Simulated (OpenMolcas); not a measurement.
# Te: effect of the level shift or regulariser

```
Program             : OpenMolcas 26.06
Basis               : ANO-RCC-VTZP [7s6p4d2f1g]
Scalar Hamiltonian  : DKH2, point nucleus
Active space        : 4 electrons in 3 orbitals (5p)
State averaging     : 2S+1 = 3 even, 3 roots; 2S+1 = 1 even, 6 roots
Spin-orbit coupling : state interaction with AMFI integrals over the reference wave functions, term energies averaged over their components
```

Methods on the same reference wave functions:
A. CASSCF
B. SS-CASPT2, IPEA 0.25 Eh, imaginary shift 0.1 Eh (closed shells correlated: 4d 5s)
C. SS-CASPT2, IPEA 0.25 Eh, real shift 0.2 Eh (closed shells correlated: 4d 5s)
D. SS-CASPT2, IPEA 0.25 Eh, sigma2 regulariser 0.3 Eh (closed shells correlated: 4d 5s)

Energies in cm-1 above 5s2 5p4 3P2, the measured ground level; measured values from NIST Handbook of Basic Atomic Spectroscopic Data.

```json
{"Level": "5s2 5p4 3P2", "A": "0.0", "B": "0.0", "C": "0.0", "D": "0.0", "Measured": "0.0"}
{"Level": "5s2 5p4 3P1", "A": "4184", "B": "4290", "C": "4280", "D": "4290", "Measured": "4751"}
{"Level": "5s2 5p4 3P0", "A": "4746", "B": "4580", "C": "4590", "D": "4580", "Measured": "4706"}
{"Level": "5s2 5p4 1D2", "A": "12345", "B": "10630", "C": "10660", "D": "10630", "Measured": "10558"}
{"Level": "5s2 5p4 1S0", "A": "27040", "B": "23460", "C": "23530", "D": "23460", "Measured": "23198"}
```

Deviations, from unrounded energies. A percentage is the sum of absolute deviations over the sum of measured energies, with the sign that they share, or ± where signs differ.

```csv
Against measurement,Levels,A,B,C,D
mean absolute deviation (cm-1),4,1600,230,260,230
fine structure of the ground term (%),2,±6.4,-6.2,-6.2,-6.2
other terms of the ground configuration (%),2,+16.7,+1.0,+1.3,+1.0
```

B, D lie about equally close to measurement and A furthest from it. The largest miss of D in the table is 5s2 5p4 3P1, by -470 cm-1. The ranking rests on the paired levels alone, and a cruder setting can come out closer through cancelling errors.

Among B to D the level of the table that moves most is 5s2 5p4 1S0, by 70 cm-1 (lowest in D, highest in C). Moves below CASPT2's spread within the term are not significant.

The mean deviations of B to D differ by less than CASPT2's widest spread within a term (160 cm-1), so their order carries little weight.

From A to B the spin-free energies of the other terms of 5s2 5p4 shown, above 3P, scale by factors of 0.80 to 0.83.

The lowest spin-free term lies below A's lowest term by 0.540 hartree in B, 0.538 hartree in C, 0.540 hartree in D.

CASPT2 breaks the degeneracy within a term, and the mean is taken; among the terms shown or strongly mixed into the levels shown the widest spread is 160 cm-1 (5s2 5p4 1D, B). With the s shell closed, the reference lacks s² → p² mixing. Measured partners are found by configuration, term and J. A level has none where our copy of the source lacks it or the pairing is in doubt (some pairs that miss far off the trend of their configuration count as doubtful), and it then counts in no deviation. Levels of configurations outside the active space are missing.
